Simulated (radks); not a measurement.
The numbers below are computed, except where a source is named.
Polarisability of the promethium ion Pm3+, [Xe] 4f4, at imaginary frequency. Code: a radial shooting solver on a logarithmic mesh with Libxc functionals. Model: scalar-relativistic Kohn-Sham, PBE, spin-polarised, spherical densities, finite nucleus; open shells are filled with parallel spins first (spin-orbit coupling, left out, can overturn this in heavy ions); Fermi nuclear charge, rms radius 4.962 fm. Response by self-consistent Sternheimer equations with the Hartree and adiabatic LDA kernel, the relativistic mass of each level held fixed and spin-orbit coupling left out.

| w (hartree) | alpha1(iw) (bohr^3) |
|---|---|
| 0.00266 | 6.687 |
| 0.0143 | 6.685 |
| 0.0360 | 6.674 |
| 0.0697 | 6.638 |
| 0.118 | 6.552 |
| 0.186 | 6.383 |
| 0.280 | 6.095 |
| 0.413 | 5.647 |
| 0.605 | 4.979 |
| 0.892 | 4.039 |
| 1.35 | 2.890 |
| 2.12 | 1.764 |
| 3.59 | 0.8978 |
| 6.94 | 0.3528 |
| 17.5 | 0.08149 |

Static values: alpha1 = 6.688 bohr^3 (0.9910 angstrom^3; uncoupled 12.32). C6 = 39.04, triple-dipole C9 = 181.9 atomic units. One-pole (London) frequency 4 C6 / (3 alpha1^2) = 1.164 hartree, against 1.207 for minus the highest occupied eigenvalue.
